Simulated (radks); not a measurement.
Results of a calculation; reference values are marked as such.
Coulomb parameter of the 5d shell of the lutetium ion Lu+ in the model configuration [Xe] 4f14 5d0.5 6s1.5, as a second difference U = [E(n + 0.25) + E(n - 0.25) - 2 E(n)] / (0.25)^2 with all orbitals relaxed. "Bare": the charge of the atom changes with n. "Screened": the 6s shell takes up the change at fixed total charge, which measures U(5d,5d) + U(6s,6s) - 2 U(5d,6s). Code: a radial shooting solver on a logarithmic mesh with Libxc functionals. Model: scalar-relativistic Kohn-Sham, SCAN, spin-unpolarised, spherical densities, finite nucleus; meta-GGA in the generalised Kohn-Sham scheme; Fermi nuclear charge, rms radius 5.37 fm.

case	configuration	E - E(n) (eV)
start	[Xe] 4f14 5d0.5 6s1.5	0.000
bare +0.25	[Xe] 4f14 5d0.75 6s1.5	-1.843
bare -0.25	[Xe] 4f14 5d0.25 6s1.5	2.361
screened +0.25	[Xe] 4f14 5d0.75 6s1.25	0.607
screened -0.25	[Xe] 4f14 5d0.25 6s1.75	-0.598

U(bare) = 8.284 eV, U(screened by 6s) = 0.153 eV, against the Slater integral F0(5d,5d) = 10.298 eV with frozen orbitals.
